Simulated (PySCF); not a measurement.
HCu, triplet, geometry from GFN2-xTB (such geometries of metal compounds can be far from the true shape) (the multiplicity is a formal guess); PySCF with M06L/def2-SV(P).

The PySCF input:
```python
from pyscf import gto, scf, dft

mol = gto.M(
    atom='''
Cu   -0.000000   -0.000000   -0.052231
H     0.000000    0.000000    1.514692
''',
    basis='def2-sv(p)',
    charge=0,
    spin=2,
    verbose=3,
)

mf = dft.UKS(mol)
mf.xc = 'm06l'
mf.grids.becke_scheme = dft.gen_grid.stratmann
mf.kernel()
mf.analyze()
```

### Question
Predict the main parts of the log of this PySCF run.

### Answer

```
converged SCF energy = -1640.68304666601  <S^2> = 2.0020583  2S+1 = 3.0013719
**** MO energy ****
                             alpha | beta                alpha | beta
MO #1   energy= -322.536878651285  | -322.535456789435  occ= 1 | 1
MO #2   energy= -38.8417072313705  | -38.8251417996629  occ= 1 | 1
MO #3   energy= -33.9869958069943  | -33.966231242855   occ= 1 | 1
MO #4   energy= -33.9603061964439  | -33.9519693390564  occ= 1 | 1
MO #5   energy= -33.9603061964438  | -33.9519693390563  occ= 1 | 1
MO #6   energy= -4.3897210556954   | -4.34715352680615  occ= 1 | 1
MO #7   energy= -2.87205021776712  | -2.80253202716399  occ= 1 | 1
MO #8   energy= -2.82578464335317  | -2.80253202716397  occ= 1 | 1
MO #9   energy= -2.82578464335317  | -2.80028357735948  occ= 1 | 1
MO #10  energy= -0.360577927200608 | -0.297667835167486 occ= 1 | 1
MO #11  energy= -0.299067093681112 | -0.281913550231109 occ= 1 | 1
MO #12  energy= -0.299067093681107 | -0.281913550231104 occ= 1 | 1
MO #13  energy= -0.281027351581652 | -0.255321422657518 occ= 1 | 1
MO #14  energy= -0.28102697639303  | -0.255318512636345 occ= 1 | 1
MO #15  energy= -0.278226137353524 | -0.197892420492063 occ= 1 | 0
MO #16  energy= -0.128097312142427 | -0.0425567568076708 occ= 1 | 0
MO #17  energy= 0.0220455873737699 | 0.0590105327628282 occ= 0 | 0
MO #18  energy= 0.022045587373772  | 0.0590105327628293 occ= 0 | 0
MO #19  energy= 0.0463948230193878 | 0.194345939693687  occ= 0 | 0
MO #20  energy= 0.19484431774586   | 0.244550167783929  occ= 0 | 0
MO #21  energy= 0.482752196082638  | 0.562005220776793  occ= 0 | 0
MO #22  energy= 0.96557206623796   | 0.972562605335977  occ= 0 | 0
MO #23  energy= 0.965572066237965  | 0.972562605335987  occ= 0 | 0
MO #24  energy= 0.978323171987233  | 1.01095560930664   occ= 0 | 0

To work with the spin densities directly, `use mulliken_meta_spin()` only printing them here.

 ** Mulliken spin pop alpha/beta on meta-lowdin orthogonal AOs **
 ** Mulliken Spin Density (per atom)  **
spin density of  0 Cu =      1.44792
spin density of  1 H =      0.55208
 ** Mulliken pop alpha/beta on meta-lowdin orthogonal AOs **
 ** Mulliken atomic charges   ( Nelec_alpha | Nelec_beta ) **
charge of  0Cu =      0.39758  (    15.02517     13.57725 )
charge of  1H =     -0.39758  (     0.97483      0.42275 )
Dipole moment(X, Y, Z, Debye):  0.00000,  0.00000, -0.27904
```
